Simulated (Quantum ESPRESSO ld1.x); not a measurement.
The potassium ion K14+, 5 electrons, occupied as [He] 2s2 2p1 (the NIST ground configuration). Method: scalar-relativistic Kohn-Sham, LDA (Slater exchange, Perdew-Zunger correlation), spin-polarised, spherical densities, point nucleus; open shells are filled with parallel spins first; computed with ld1.x of Quantum ESPRESSO 7.5.

Normalised radial functions P(r) = r R(r), r in bohr:

```
   r/bohr * 2s up, o 2p up (the largest magnitude, 1.8, reaches the edge; | marks zero, & curves that meet)
 0.002954                             o *
 0.003278                             o *
 0.003667                             o  *
 0.004101                             o  *
 0.004551                             o  *
  0.00509                             o   *
 0.005693                             o   *
 0.006368                             o    *
 0.007066                             o    *
 0.007904                             o    *
  0.00884                             o     *
 0.009809                             o     *
  0.01097                             o      *
  0.01227                             |o      *
  0.01362                             |o      *
  0.01523                             |o       *
  0.01704                             |o        *
  0.01905                             |o        *
  0.02114                             |o         *
  0.02365                             | o         *
  0.02645                             | o         *
  0.02935                             |  o         *
  0.03283                             |  o         *
  0.03672                             |   o        *
  0.04074                             |   o         *
  0.04557                             |    o       *
  0.05097                             |     o      *
  0.05702                             |      o    *
  0.06326                             |        o *
  0.07076                             |         &
  0.07915                             |       *   o
  0.08782                             |     *      o
  0.09823                             |  *           o
   0.1099                             *                o
   0.1219                         *   |                  o
   0.1364                     *       |                    o
   0.1525                 *           |                      o
   0.1706             *               |                       o
   0.1893          *                  |                         o
   0.2117       *                     |                          o
   0.2368    *                        |                          o
   0.2628   *                         |                          o
   0.2939  *                          |                         o
   0.3288  *                          |                       o
   0.3648    *                        |                     o
    0.408      *                      |                  o
   0.4564         *                   |               o
   0.5105             *               |            o
   0.5664                *            |         o
   0.6335                    *        |      o
   0.7086                       *     |    o
   0.7863                         *   |  o
   0.8795                           * | o
   0.9837                            *|o
    1.092                            *|o
    1.221                             &
    1.366                             &
    1.527                             &
    1.695                             &
    1.896                             &
     2.12                             &
    2.353                             &
    2.632                             &
```

2s up: eigenvalue -869.60 eV, 1 radial node at r = 0.109 bohr, <r> = 0.347 bohr, 90 % of the charge inside 0.531 bohr. 2p up: eigenvalue -823.18 eV, 0 radial nodes, <r> = 0.300 bohr, 90 % of the charge inside 0.484 bohr.
